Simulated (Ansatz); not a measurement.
Consider the atomization: `[F][Ga]([F])[SiH3]` → 2 F• + Ga• + 3 H• + Si•.

Program: Ansatz. Geometries: PBE0-D4/def2-TZVP. ΔE: electronic, gas phase. CCSD(T)/CBS is the MP2 limit (def2-TZVPP, def2-QZVPP) plus CCSD(T) − MP2 in def2-TZVPP, frozen cores. This one scheme is used for every species, atoms too. DFT in def2-TZVPP. B3LYP here is the variant with VWN-RPA as its local correlation; programs differ in this. HSE06 is defined as in plane-wave codes. No spin–orbit coupling; open shells (•) take unrestricted orbitals. Spin–orbit coupling would lower the free atoms: a little for F, Si; clearly for Ga. Bonds to Ga are less sure, by a few kJ/mol each and by 10 to 20 or more in all where they break to atoms, as the def2 sets lack core-valence functions. Scalar relativity is left out up to krypton.

`[F][Ga]([F])[SiH3]`:

```xyz
7

F    -1.557   -1.791    1.264
Ga   -0.137   -0.807    0.986
F     1.063   -1.107    2.223
Si    0.120    0.707   -0.841
H     1.178    1.693   -0.514
H    -1.175    1.389   -1.082
H     0.508   -0.084   -2.036
```

CCSD(T)/CBS gives +2167.2 kJ/mol.

Q: Another level gave +2444.2 kJ/mol. Which?
A. CCSD/def2-TZVPP
B. B3LYP/def2-TZVPP
C. HSE06-D4/def2-TZVPP
D. LDA (SPW92)/def2-TZVPP

A: D. LDA (SPW92) 2444.2, HSE06-D4 2113.6, CCSD/def2-TZVPP 2086.9, B3LYP 2107.7 kJ/mol.

Largest T1 diagnostic among the species: 0.015.

The D4 term adds +19.9 kJ/mol with B3LYP and +10.4 kJ/mol with PBE0; it sums over pairs of atoms, weighted by their polarisabilities, and B3LYP, whose exchange is more repulsive, gets the larger term. From BLYP to BHLYP (50 % exact exchange), in def2-TZVPP and without D4, ΔE moves by −51.3 kJ/mol: exact exchange takes away binding that semilocal exchange gives to molecules.

For atomizations the MP2-based limit and the directly extrapolated one differ by several kJ/mol either way, and by 10 to 25 for some Ge, Se and Sn compounds, so smaller differences from it don't rank the levels.
